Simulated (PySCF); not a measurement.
C₃H₆O₃, charge +1, quartet, geometry from GFN2-xTB of the parent state (a state made from the parent by changing its charge; the spin is typed, not shown lowest); HF/STO-3G run with PySCF.

The PySCF input:
```python
from pyscf import gto, scf

mol = gto.M(
    atom='''
C     2.32517331    0.09994214    0.05033470
O     1.10482066   -0.54437804    0.39359877
C    -0.00225252    0.06041020   -0.03827659
O    -0.04037348    1.07614926   -0.67209545
O    -1.06015611   -0.65053184    0.35332550
C    -2.32406787   -0.12639913   -0.03399431
H     2.33572923    1.12457047    0.42682949
H     3.11149818   -0.48764306    0.51637074
H     2.45383247    0.12126973   -1.03361495
H    -3.06483642   -0.80965771    0.37240314
H    -2.40104093   -0.07929089   -1.12196490
H    -2.46262854    0.87711717    0.37296294
''',
    basis='sto-3g',
    charge=1,
    spin=3,
    verbose=4,
)

mf = scf.ROHF(mol)
mf.kernel()
mf.analyze()
```

What the program printed (banner, timings and long lists left out):

```
PySCF version 2.14.0

[INPUT] verbose = 4
[INPUT] num. atoms = 12
[INPUT] num. electrons = 47
[INPUT] charge = 1
[INPUT] spin (= nelec alpha-beta = 2S) = 3
[INPUT] symmetry False subgroup None
[INPUT] Mole.unit = angstrom
[INPUT] Symbol           X                Y                Z      unit          X                Y                Z       unit  Magmom
[INPUT]  1 C      2.325173310000   0.099942140000   0.050334700000 AA    4.393940748048   0.188863272903   0.095118797562 Bohr   0.0
[INPUT]  2 O      1.104820660000  -0.544378040000   0.393598770000 AA    2.087808464161  -1.028725403828   0.743793878266 Bohr   0.0
[INPUT]  3 C     -0.002252520000   0.060410200000  -0.038276590000 AA   -0.004256645890   0.114158733130  -0.072332272082 Bohr   0.0
[INPUT]  4 O     -0.040373480000   1.076149260000  -0.672095450000 AA   -0.076294819896   2.033627370553  -1.270076330066 Bohr   0.0
[INPUT]  5 O     -1.060156110000  -0.650531840000   0.353325500000 AA   -2.003404697184  -1.229327012909   0.667688427825 Bohr   0.0
[INPUT]  6 C     -2.324067870000  -0.126399130000  -0.033994310000 AA   -4.391851769201  -0.238859738083  -0.064239935694 Bohr   0.0
[INPUT]  7 H      2.335729230000   1.124570470000   0.426829490000 AA    4.413888545841   2.125130196073   0.806590837988 Bohr   0.0
[INPUT]  8 H      3.111498180000  -0.487643060000   0.516370740000 AA    5.879879397283  -0.921511829945   0.975799277339 Bohr   0.0
[INPUT]  9 H      2.453832470000   0.121269730000  -1.033614950000 AA    4.637071323865   0.229166576900  -1.953249173756 Bohr   0.0
[INPUT] 10 H     -3.064836420000  -0.809657710000   0.372403140000 AA   -5.791701450392  -1.530031326543   0.703739942528 Bohr   0.0
[INPUT] 11 H     -2.401040930000  -0.079290890000  -1.121964900000 AA   -4.537309771571  -0.149838066273  -2.120206382375 Bohr   0.0
[INPUT] 12 H     -2.462628540000   0.877117170000   0.372962940000 AA   -4.653693487138   1.657511230454   0.704797811213 Bohr   0.0

nuclear repulsion = 253.043171659719
number of shells = 24
number of NR pGTOs = 108
number of NR cGTOs = 36
basis = sto-3g
ecp = {}

******** <class 'pyscf.scf.rohf.ROHF'> ********
method = ROHF
initial guess = minao
damping factor = 0
level_shift factor = 0
DIIS = <class 'pyscf.scf.diis.CDIIS'>
diis_start_cycle = 1
diis_space = 8
diis_damp = 0
SCF conv_tol = 1e-09
SCF conv_tol_grad = None
SCF max_cycles = 50
direct_scf = True
direct_scf_tol = 1e-13
num. doubly occ = 22  num. singly occ = 3
Set gradient conv threshold to 3.16228e-05
init E= -338.64909182533
  HOMO = 0.176993384146466  LUMO = 0.318494283596792  gap/eV = 3.85044
cycle= 1 E= -336.431243515127  delta_E= 2.22  |g|= 0.663  |ddm|= 3.29
  HOMO = 0.0420678478769398  LUMO = 0.165906455270875  gap/eV = 3.36982
cycle= 2 E= -336.510229334247  delta_E= -0.079  |g|= 0.739  |ddm|= 1.78
  HOMO = -0.100024906704869  LUMO = 0.250760248415204  gap/eV = 9.54535
cycle= 3 E= -336.720236704683  delta_E= -0.21  |g|= 0.44  |ddm|= 1.56
  HOMO = -0.106471772012806  LUMO = 0.231371460957689  gap/eV = 9.19318
cycle= 4 E= -336.787615410976  delta_E= -0.0674  |g|= 0.23  |ddm|= 0.265
  HOMO = -0.084554042665195  LUMO = 0.222709610305953  gap/eV = 8.36107
cycle= 5 E= -336.81897816632  delta_E= -0.0314  |g|= 0.0716  |ddm|= 0.312
  HOMO = -0.0938613593238764  LUMO = 0.220599218094107  gap/eV = 8.55691
cycle= 6 E= -336.820763343314  delta_E= -0.00179  |g|= 0.0372  |ddm|= 0.0691
  HOMO = -0.0900834536266605  LUMO = 0.22147994232299  gap/eV = 8.47807
cycle= 7 E= -336.821493595266  delta_E= -0.00073  |g|= 0.0259  |ddm|= 0.0457
  HOMO = -0.0868274514727853  LUMO = 0.220033132411537  gap/eV = 8.35010
cycle= 8 E= -336.821808943195  delta_E= -0.000315  |g|= 0.00971  |ddm|= 0.0393
  HOMO = -0.086600929785449  LUMO = 0.219449028947084  gap/eV = 8.32804
cycle= 9 E= -336.821839659485  delta_E= -3.07e-05  |g|= 0.00542  |ddm|= 0.00985
  HOMO = -0.0857415939581218  LUMO = 0.219122932220331  gap/eV = 8.29579
cycle= 10 E= -336.821856226783  delta_E= -1.66e-05  |g|= 0.00141  |ddm|= 0.00873
  HOMO = -0.0854913324724323  LUMO = 0.219062421325367  gap/eV = 8.28733
cycle= 11 E= -336.82186088883  delta_E= -4.66e-06  |g|= 0.000596  |ddm|= 0.00592
  HOMO = -0.0854457216892747  LUMO = 0.219038718584036  gap/eV = 8.28544
cycle= 12 E= -336.821862725592  delta_E= -1.84e-06  |g|= 0.000477  |ddm|= 0.00315
  HOMO = -0.0854035628496432  LUMO = 0.219041962722481  gap/eV = 8.28438
cycle= 13 E= -336.821866236901  delta_E= -3.51e-06  |g|= 0.00026  |ddm|= 0.00919
  HOMO = -0.0854248413227879  LUMO = 0.2190487356202  gap/eV = 8.28515
cycle= 14 E= -336.821867156798  delta_E= -9.2e-07  |g|= 0.000114  |ddm|= 0.00586
  HOMO = -0.0854376413250947  LUMO = 0.219037196588746  gap/eV = 8.28518
cycle= 15 E= -336.821867229184  delta_E= -7.24e-08  |g|= 1.85e-05  |ddm|= 0.00181
  HOMO = -0.0854421103775033  LUMO = 0.219037666021481  gap/eV = 8.28532
cycle= 16 E= -336.8218672304  delta_E= -1.22e-09  |g|= 7.42e-06  |ddm|= 0.000206
  HOMO = -0.0854410367328968  LUMO = 0.21903781987244  gap/eV = 8.28529
cycle= 17 E= -336.821867230563  delta_E= -1.62e-10  |g|= 4.91e-06  |ddm|= 3.1e-05
  HOMO = -0.0854407980296118  LUMO = 0.219037953209309  gap/eV = 8.28529
Extra cycle  E= -336.821867230635  delta_E= -7.21e-11  |g|= 3.26e-06  |ddm|= 1.8e-05
converged SCF energy = -336.821867230635
**** SCF Summaries ****
Total Energy =                        -336.821867230634780
Nuclear Repulsion Energy =             253.043171659719093
One-electron Energy =                 -952.577965517392727
Two-electron Energy =                  362.712926627038883
Two-electron Coulomb Energy =          404.953171500157282
DFT Exchange-Correlation Energy =      -42.240244873118399
HOMO-LUMO gap [eV] =                     8.285288834849831
**** MO energy ****
                Roothaan           | alpha              | beta
MO #1   energy= -20.7843945538082  | -20.7957806128721  | -20.7730084947442  occ= 2
MO #2   energy= -20.7842938334296  | -20.7956790832342  | -20.7729085836247  occ= 2
MO #3   energy= -20.5421270787255  | -20.5549070183249  | -20.5293471391262  occ= 2
MO #4   energy= -11.3651136213347  | -11.3652009796077  | -11.3650262630617  occ= 2
MO #5   energy= -11.3651001901852  | -11.3651879429929  | -11.3650124373776  occ= 2
MO #6   energy= -11.3560848386199  | -11.3622090943207  | -11.3499605829193  occ= 2
MO #7   energy= -1.74083351070794  | -1.79318700389633  | -1.68848001755128  occ= 2
MO #8   energy= -1.65775299074134  | -1.71551349305115  | -1.59999248847188  occ= 2
MO #9   energy= -1.54674602567302  | -1.61177991974922  | -1.48171213161911  occ= 2
MO #10  energy= -1.22130778582712  | -1.23150333213451  | -1.21111223947405  occ= 2
MO #11  energy= -1.14124720661858  | -1.15007818550963  | -1.1324162277776   occ= 2
MO #12  energy= -0.998767466247778 | -1.02208564159955  | -0.975449291818798 occ= 2
MO #13  energy= -0.96926814835359  | -0.986726870747503 | -0.951809425965074 occ= 2
MO #14  energy= -0.892669027649607 | -0.910663172938889 | -0.87467488200814  occ= 2
MO #15  energy= -0.868371916999708 | -0.949946270030442 | -0.78679775068651  occ= 2
MO #16  energy= -0.826599259232165 | -0.840243251660781 | -0.812955267023841 occ= 2
MO #17  energy= -0.812129145567599 | -0.8264564966496   | -0.797801620932652 occ= 2
MO #18  energy= -0.794560092698715 | -0.811585979795004 | -0.777534206376337 occ= 2
MO #19  energy= -0.745604720736996 | -0.751100206485261 | -0.740109232635117 occ= 2
MO #20  energy= -0.730294868189518 | -0.795977793611072 | -0.664612040461448 occ= 2
MO #21  energy= -0.717864934265617 | -0.734810057578543 | -0.700919810963712 occ= 2
MO #22  energy= -0.642067910605765 | -0.663783003486925 | -0.620352810093841 occ= 2
MO #23  energy= -0.499533669155027 | -0.870068377626423 | -0.128999125699186 occ= 1
MO #24  energy= -0.428045202139924 | -0.816498900163676 | -0.0395913022199386 occ= 1
MO #25  energy= -0.0854407980296118 | -0.459145329110977 | 0.288263750946625  occ= 1
MO #26  energy= 0.219037953209309  | 0.19850623999614   | 0.239569666303833  occ= 0
MO #27  energy= 0.304611301283008  | 0.293445454525354  | 0.315777148037746  occ= 0
MO #28  energy= 0.392120869533656  | 0.371452895442857  | 0.412788843590994  occ= 0
MO #29  energy= 0.451254968754643  | 0.445956092198767  | 0.456553829754472  occ= 0
MO #30  energy= 0.453462371597031  | 0.448152009371474  | 0.458772752761651  occ= 0
MO #31  energy= 0.453853883494316  | 0.448355812719144  | 0.459351998862842  occ= 0
MO #32  energy= 0.483107158431015  | 0.473294936847626  | 0.492919380008485  occ= 0
MO #33  energy= 0.490622712974474  | 0.487497545380588  | 0.49374788057444   occ= 0
 ** Mulliken pop on meta-lowdin orthogonal AOs  **
 ** Mulliken pop  **
pop of  0 C 1s            1.99981
pop of  0 C 2s            1.04074
pop of  0 C 2px           0.79514
pop of  0 C 2py           1.04120
pop of  0 C 2pz           1.10102
pop of  1 O 1s            1.99990
pop of  1 O 2s            1.67793
pop of  1 O 2px           1.26911
pop of  1 O 2py           1.54375
pop of  1 O 2pz           1.31923
pop of  2 C 1s            1.99991
pop of  2 C 2s            0.90263
pop of  2 C 2px           0.73225
pop of  2 C 2py           1.02319
pop of  2 C 2pz           1.37019
pop of  3 O 1s            1.99990
pop of  3 O 2s            1.75430
pop of  3 O 2px           1.84581
pop of  3 O 2py           1.28771
pop of  3 O 2pz           1.16418
pop of  4 O 1s            1.99990
pop of  4 O 2s            1.67797
pop of  4 O 2px           1.27040
pop of  4 O 2py           1.54095
pop of  4 O 2pz           1.32065
pop of  5 C 1s            1.99981
pop of  5 C 2s            1.04073
pop of  5 C 2px           0.77183
pop of  5 C 2py           1.07164
pop of  5 C 2pz           1.09388
pop of  6 H 1s            0.88933
pop of  7 H 1s            0.89477
pop of  8 H 1s            0.88806
pop of  9 H 1s            0.89480
pop of  10 H 1s           0.88850
pop of  11 H 1s           0.88886
 ** Mulliken atomic charges  **
charge of    0C =      0.02209
charge of    1O =      0.19008
charge of    2C =     -0.02816
charge of    3O =     -0.05191
charge of    4O =      0.19012
charge of    5C =      0.02210
charge of    6H =      0.11067
charge of    7H =      0.10523
charge of    8H =      0.11194
charge of    9H =      0.10520
charge of   10H =      0.11150
charge of   11H =      0.11114

WARN: System has nonzero charge 1; the dipole moment is origin-dependent.
Location of origin: [0. 0. 0.]

Dipole moment(X, Y, Z, Debye):  0.02601, -0.67715,  0.41167
```
